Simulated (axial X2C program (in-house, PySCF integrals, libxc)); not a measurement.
Spin–orbit effects along a row: molecules with F (ions), PBE0

Calculated with an axial X2C code built on PySCF integrals, spin-free (one-electron X2C) or two-component (2c: spin–orbit coupling with atomic mean-field Coulomb and Gaunt terms, which also bring small scalar terms), in Dyall basis sets with cores contracted in-house; open shells are unrestricted.

Basis sets: F dyall-av3z, I dyall-acv3z, Nb dyall-acv3z, Sn dyall-acv3z, Sr dyall-acv3z, Te dyall-acv3z.

```tsv
molecule	spin-free state	Re (Å)	ωe (cm⁻¹)	De (eV)	2c state	Re 2c (Å)	ωe 2c (cm⁻¹)	De 2c (eV)
SrF⁻	M_S = 0, Λ = 0	2.119	444.3	3.21	Ω = 0	2.119	444.3	3.21
NbF⁻	?	?	?	?	?	?	?	?
SnF⁻	M_S = 1, Λ = 0	2.030	461.0	2.94	Ω = 1	2.031	459.6	n/a
TeF⁻	M_S = 0, Λ = 0	1.993	512.8	2.61	Ω = 0	2.004	494.0	2.41
IF⁻	M_S = 1/2, Λ = 0	2.343	274.6	n/a	Ω = 1/2	2.352	269.0	n/a
```

Task: Estimate the 2c Re and ωe of NbF⁻ as the mean of its neighbours in the table.

Result: Re ≈ 2.075 Å, ωe ≈ 452.0 cm⁻¹. The PBE0 runs give the row below, so the estimate misses by 0.107 Å and -50.2 cm⁻¹.

```csv
molecule,spin-free state,Re (Å),ωe (cm⁻¹),De (eV),2c state,Re 2c (Å),ωe 2c (cm⁻¹),De 2c (eV)
NbF⁻,"M_S = 5/2, Λ = 0",1.968,502.6,3.20,Ω = 5/2,1.968,502.2,n/a
```

Fragments in 2c: Sr + F-, Nb + F-, Sn + F-, Te + F-, I + F-. Each entry is the lowest single determinant of a limited PBE0 search at one distance. De goes to single-determinant-based atoms at the same level (for ions the charge split of lowest energy) and is withheld (n/a) where an atom does not fit its ground term or J level. Main or longest-lived isotopes. One determinant is a doubtful description, or other states lie close, for NbF⁻, SnF⁻; these need not be ground states, and all values refer to the states named. Some open-shell Ω = 0 determinants are out of reach, so the Ω given for SnF⁻ need not be the lowest component. With several unpaired electrons the Ω given is that of one determinant, not necessarily of the lowest component. The functionals have no current term, which raises determinants with orbital currents.
